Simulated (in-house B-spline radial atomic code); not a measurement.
Cd⁺. Computed with a B-spline radial atomic code. Model: non-relativistic spherical atom: semilocal Troullier-Martins pseudo-atom, one channel per l, against all electrons, high spin, G0W0 and RPA with empty states to l = 8, local potential for every l without a channel, a model core (radius 0 = none) keeps its share of the functional.

Without relativity these are model numbers for so heavy an element.

What the tables leave out is listed at the end.

The pseudopotential gives back the lowest level of each angular momentum of its own functional in the configuration it was made in; a second state of the same l is only approximately right. Exact exchange, RPA and GW see the smooth pseudo-orbitals and miss the exchange with the core, for which the functional's share stands in. The column with an uncorrelated core keeps all orbitals and exact exchange, and so separates missing core correlation from pseudisation. Only the three outermost levels and the lowest empty one were computed. RPA here is direct RPA, with no exchange kernel, and its energies carry an (l + 1/2)⁻⁴ tail. A hybrid on a potential with a model core restores only its own semilocal share of the core's exchange.

Command:
```bash
python run_psgw.py task.json out
```
Settings (lengths in bohr, energies in hartree):
```
Z                      48
electrons              47
configuration          [Kr] 4d10 5s1
generated_in           [Kr] 4d10 5s1
functional             pbe,pbe
core_shells            7
radius_factor          1.15
core_correction        True
ion_configuration      [Kr] 4d10
```

Run time, properties included: 76 s on 1 thread of Arm Neoverse N1 (shared host).

Given: made with PBE; model core radius 0.602 bohr; local radius 1.249 bohr; mean-field start PBE.

Valence shells of the generating configuration: 4p, 4d, 5s.

Channel: s 2.697, p 0.993, d 1.118 (radii in bohr).

Computed: largest level miss in the spin-unpolarised generating configuration 0.001 eV; valence RPA correlation energy all-electron orbitals -1.0797 hartree; valence RPA correlation energy pseudo -1.2416 hartree; pseudo-atom RPA polarisability 19.841 bohr³; ionisation by mean-field all-electron 16.492 eV; ionisation by mean-field pseudo minus all 0.01 eV; ionisation by RPA pseudo minus all 1.128 eV.

```tsv
level	occupied	mean-field all-electron (eV)	mean-field pseudo minus all (eV)	G0W0 all-electron (eV)	G0W0 uncorrelated core minus all (eV)	G0W0 pseudo minus all (eV)	exchange self-energy all-electron (eV)	exchange self-energy pseudo (eV)
5s up	1	-12.765	0.001	-16.669	-0.016	-0.906	-12.404	-12.831
4d down	1	-21.015	0	-27.349	0.09	0.837	-39.242	-32.618
5s down (empty)	0	-11.827	-0.005	-8.7779	-0.014	-0.921	-3.4679	-3.9584
```

(1) What is the all-electron RPA polarisability, core included?

(2) What is the ionisation by RPA all-electron?

Given: mean-field start PBE0.

Computed: valence RPA correlation energy pseudo -1.1883 hartree; pseudo-atom RPA polarisability 16.18 bohr³; ionisation by mean-field all-electron 16.176 eV; ionisation by mean-field pseudo minus all 0.485 eV; ionisation by RPA all-electron 16.487 eV; ionisation by RPA pseudo minus all 1.254 eV.

```tsv
level	occupied	mean-field all-electron (eV)	mean-field pseudo minus all (eV)	G0W0 all-electron (eV)	G0W0 uncorrelated core minus all (eV)	G0W0 pseudo minus all (eV)	exchange self-energy all-electron (eV)	exchange self-energy pseudo (eV)
5s up	1	-13.462	-0.404	-16.557	-0.014	-1.104	-12.213	-13.364
4d down	1	-23.247	0.356	-27.847	0.104	1.016	-39.364	-32.604
5s down (empty)	0	-10.566	-0.364	-8.5672	-0.012	-0.872	-3.1623	-4.0573
```

(3) What is the all-electron RPA polarisability, core included?

(4) What is the valence RPA correlation energy all-electron orbitals?

## Answers

(1) 19.852 bohr³.

(2) 16.629 eV.

(3) 17.563 bohr³.

(4) -1.0259 hartree.

Among the listed levels the largest G0W0 shift of the pseudo-atom is -1.10 eV, for 5s up on the PBE0 start, while leaving the core uncorrelated moves that level by -0.01 eV. So pseudisation and the lost core exchange, not the missing core correlation, make the error. Not in the tables (levels of low weight, unsolved or above zero; the highest and the empty levels are kept at any weight): on PBE the G0W0 levels 4d up (pseudo minus all +0.71 eV, weights 0.76 and 0.69); on PBE0 the G0W0 levels 4d up (pseudo minus all +0.81 eV, weights 0.71 and 0.83); no Hartree-Fock pseudo-atom is run with a model core.
